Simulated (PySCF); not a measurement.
C2H8ClNSi, SMILES C[C@H](N)[SiH2]Cl. The structure is a stationary point at B3LYP-D3(BJ)/def2-SVP. The structure was generated by enumeration; whether it is a known compound was not checked. Other conformers were not sampled.

Computed equilibrium geometry at B3LYP-D3(BJ)/def2-SVP (PySCF confirms it by a frequency run) as bond lengths and angles (one conformer of several):
Atoms: C1 C2 N3 Si4 Cl5 H6 H7 H8 H9 H10 H11 H12 H13. Bond lengths (Å): C1–C2 1.532, C1–H6 1.102, C1–H7 1.104, C1–H8 1.102, C2–N3 1.462, C2–Si4 1.893, C2–H9 1.114, N3–H10 1.020, N3–H11 1.021, Si4–Cl5 2.094, Si4–H12 1.486, Si4–H13 1.489. Angles (°): C2–C1–H6 110.8, C2–C1–H7 110.5, C2–C1–H8 111.9, H6–C1–H7 107.3, H6–C1–H8 108.9, H7–C1–H8 107.2, C1–C2–N3 110.1, C1–C2–Si4 109.8, C1–C2–H9 108.0, N3–C2–Si4 108.2, N3–C2–H9 113.9, Si4–C2–H9 106.8, C2–N3–H10 110.7, C2–N3–H11 110.6, H10–N3–H11 106.8, C2–Si4–Cl5 107.7, C2–Si4–H12 111.6, C2–Si4–H13 110.9, Cl5–Si4–H12 108.2, Cl5–Si4–H13 107.9, H12–Si4–H13 110.4.
Charge 0, spin multiplicity 1.
